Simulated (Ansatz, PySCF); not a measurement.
Energy difference R1 → P1, each structure at its B3LYP-D3(BJ)/def2-TZVP stationary point, reached from a drawn start; harmonic modes at that level show minima.
R1, C4H4 (SMILES C#CC=C) (charge 0, multiplicity 1, Z-matrix in Å and degrees):
```
C
C 1 1.3340
H 2 1.0814 1 120.81
H 2 1.0819 3 117.66 1 -180.00
H 1 1.0857 2 119.68 3 0.00
C 1 1.4196 5 115.93 2 -180.00
C 6 1.2029 5 151.14 1 -180.00
H 7 1.0621 5 161.96 1 -180.00
```
P1, C4H4 (SMILES C=C=C=C) (charge 0, multiplicity 1):
```xyz
8

C      1.895    -0.297     0.315
C      0.616    -0.097     0.102
C     -0.616     0.097    -0.102
C     -1.894     0.297    -0.315
H      2.242    -0.873     1.165
H      2.648     0.106    -0.352
H     -2.242     0.873    -1.165
H     -2.648    -0.106     0.352
```

P less R. No zero-point or thermal terms.

Run with Ansatz (an electronic-structure program); PySCF for the D3/D4 terms. No computed number here is a measurement.

Task: One of these levels gives 8.7 kJ/mol for the reaction energy. Name it.
A. r2SCAN/def2-TZVPP
B. PBE/def2-TZVPP
C. PBE0-D3(BJ)/def2-TZVPP
D. BLYP/def2-TZVPP

Result: A, r2SCAN/def2-TZVPP. The others give 3.7 (PBE/def2-TZVPP), 5.1 (BLYP/def2-TZVPP), 15.8 (PBE0-D3(BJ)/def2-TZVPP)
